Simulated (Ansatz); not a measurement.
Species: sum formula H₄SiNO₂, net charge 0, doublet state. It need not be the lowest isomer of its formula. 
Structure (B3LYP-D3(BJ)/def2-TZVP (Ansatz, an electronic-structure program) minimum search):
SMILES: N[Si](O)O
```xyz
8

N      1.5268    -0.2105    -0.2411
Si    -0.1484     0.1009    -0.3227
O     -0.8506    -1.3394     0.1036
O     -0.3794     1.3603     0.7307
H      1.9150    -1.0706    -0.5924
H      2.1963     0.5414    -0.2180
H     -1.7392    -1.4964    -0.2259
H     -1.1430     1.9200     0.5676
```
Charge 0, spin multiplicity 2.

Property: atomisation energy (electronic, to ground-state atoms); the coupled-cluster value holds the core correlation from cc-pwCVTZ, in kcal/mol. Cores are frozen in the correlated levels unless marked. Open shells are spin-unrestricted. Spin-orbit coupling is left out. Non-relativistic. Basis-set limits of correlation are two-point, X^-3; Hartree-Fock from the larger set.

Level to compare with: CCSD(T)/CBS(cc-pV(T+d)Z,cc-pV(Q+d)Z) plus the core term (Ansatz), 711.0 kcal/mol. It is a level with limits of its own, and the differences hold the functionals' basis error too.

Rank these functionals by how close they come to CCSD(T)/CBS(cc-pV(T+d)Z,cc-pV(Q+d)Z), closest first: PBE/def2-TZVPD (Ansatz); HSE06/def2-TZVPD (Ansatz); CAM-B3LYP/def2-TZVPD (Ansatz).

CAM-B3LYP/def2-TZVPD (range-separated hybrid, 707.6 kcal/mol, difference -3.4), PBE/def2-TZVPD (GGA, 717.3 kcal/mol, difference 6.3), HSE06/def2-TZVPD (screened hybrid, 697.2 kcal/mol, difference -13.8)
